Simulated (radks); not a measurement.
The numbers below are computed, except where a source is named.
Charge is removed step by step from the 1s level of neutral hydrogen, starting from 1s1. Code: a radial shooting solver on a logarithmic mesh with Libxc functionals. Model: scalar-relativistic Kohn-Sham, PBE, spin-unpolarised, spherical densities, point nucleus; without spin polarisation the odd electron is poorly described.

| removed (e) | E - E(0) (eV) | eigenvalue (eV) |
|---|---|---|
| 0 | 0.000 | -6.493 |
| 0.125 | 0.902 | -7.958 |
| 0.25 | 1.992 | -9.490 |
| 0.375 | 3.277 | -11.073 |
| 0.5 | 4.762 | -12.681 |
| 0.625 | 6.447 | -14.272 |
| 0.75 | 8.326 | -15.766 |
| 0.875 | 10.376 | -16.942 |

The mean slope of the eigenvalue, de/dn, is 11.9 eV per electron.
